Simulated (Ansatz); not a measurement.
Born–Oppenheimer molecular dynamics of C₂H₈BN (12 atoms, charge 0, multiplicity 1). It goes on from the last frame of an earlier run, with new velocities.

The calculation used RKS PBE0/STO-3G in Ansatz 0.2.0.

```
ensemble                      : NVE (velocity Verlet)
time step                     : 1 fs
steps asked                   : 266
starting velocities drawn for : 300 K
masses                        : H 2.014 u
seed                          : 762506
```

First frame:

```xyz
12
Properties=species:S:1:pos:R:3
C -0.751 1.081 -0.647
B -0.008 -0.140 0.039
C 1.034 0.083 1.193
N -0.311 -1.385 -0.537
H -1.202 0.755 -1.596
H -1.492 1.498 0.021
H -0.053 1.914 -0.908
H 0.685 0.805 1.949
H 1.277 -0.851 1.771
H 1.928 0.516 0.691
H -0.917 -1.494 -1.345
H 0.034 -2.289 -0.147
```

(1) How far do the bonds stretch over the last three quarters of this one trajectory? (Pairs bonded in most of those frames.)

## Answers

(1) 
| bond | mean (Å) | spread (Å) | shortest | longest |
| --- | --- | --- | --- | --- |
| C1–B2 | 1.591 | 0.034 | 1.54 | 1.67 |
| C1–H5 | 1.099 | 0.013 | 1.08 | 1.12 |
| C1–H6 | 1.099 | 0.018 | 1.07 | 1.13 |
| C1–H7 | 1.099 | 0.019 | 1.07 | 1.13 |
| B2–C3 | 1.589 | 0.031 | 1.52 | 1.64 |
| B2–N4 | 1.391 | 0.012 | 1.37 | 1.42 |
| C3–H8 | 1.100 | 0.027 | 1.05 | 1.15 |
| C3–H9 | 1.099 | 0.023 | 1.05 | 1.15 |
| C3–H10 | 1.101 | 0.028 | 1.05 | 1.15 |
| N4–H11 | 1.038 | 0.014 | 1.01 | 1.07 |
| N4–H12 | 1.038 | 0.016 | 1.01 | 1.07 |

Mean temperature of the second half: 233 K. The conserved energy stayed within 0.27 meV per atom of its start (net change 0.12 meV per atom), so the integration is sound. A run of 0.27 ps of so small a system gives no equilibrium averages. Limits of this set-up: minimal basis.

Run time: 7.3 min on 1 thread of Arm Neoverse V1, on a shared host, peak memory 0.083 GiB.
